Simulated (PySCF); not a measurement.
Compound: [MoO4]2- (charge -2 and singlet state).
Bonds: Mo1–O2, Mo1–O3, Mo1–O4, Mo1–O5.
The ion is multiply charged and has no counter-ions or solvent; whether it holds all its electrons wasn't checked.

Method: PBE0-D3(BJ)/def2-SVP geometry optimisation, gas phase, def2 core potentials past Kr in PySCF 2.14.0; density fitting, grid level 1; the optimiser is geomeTRIC in internal coordinates, started from a GFN2-xTB structure with every atom displaced at random (about 0.03 Å).

The end geometry, which sets the zero of energy:
```
atom  x, y, z in Å
Mo1     0.0146   -0.0221   -0.0125
O2      0.0273   -0.0409    1.7533
O3      1.6754   -0.0433   -0.6121
O4     -0.7979    1.4403   -0.5800
O5     -0.8447   -1.4445   -0.6108
```

**Question.** These geometries come from the run, each turned onto the end geometry. Order them by energy, lowest first.
A.
```
atom  x, y, z in Å
Mo1     0.0606   -0.0765    0.0129
O2      0.0028   -0.0227    1.6939
O3      1.5346    0.0016   -0.6114
O4     -0.7125    1.3960   -0.5608
O5     -0.8108   -1.4088   -0.5966
```
B.
```
atom  x, y, z in Å
Mo1     0.0128   -0.0280   -0.0078
O2      0.0240   -0.0411    1.7751
O3      1.6670   -0.0348   -0.6245
O4     -0.7853    1.4647   -0.5881
O5     -0.8437   -1.4713   -0.6169
```
C.
```
atom  x, y, z in Å
Mo1     0.0101   -0.0178   -0.0145
O2      0.0277   -0.0426    1.7538
O3      1.6733   -0.0441   -0.6122
O4     -0.7947    1.4411   -0.5797
O5     -0.8415   -1.4470   -0.6095
```

**Answer.** C (0.002 eV), B (0.030 eV), A (1.194 eV).

In the order of the answer:

| step | E above end (eV) | largest force (eV/Å) | rms force component (eV/Å) | rms distance from end (Å) | rms bond change (Å) | bond most changed (Å) |
| --- | --- | --- | --- | --- | --- | --- |
| 2 | 0.002 | 0.47 | 0.146 | 0.004 | 0.004 | Mo1–O4 -0.007 |
| 1 | 0.030 | 0.98 | 0.418 | 0.022 | 0.017 | Mo1–O4 +0.023 |
| 0 | 1.194 | 10.64 | 3.931 | 0.094 | 0.097 | Mo1–O3 -0.163 |

The cost below is that of the whole optimisation. Hardware: one thread of an Arm Neoverse N1, no GPU, shared host with 64 logical CPUs at a one-minute load of 58. Cost: 29 s, 0.34 GiB resident at most.
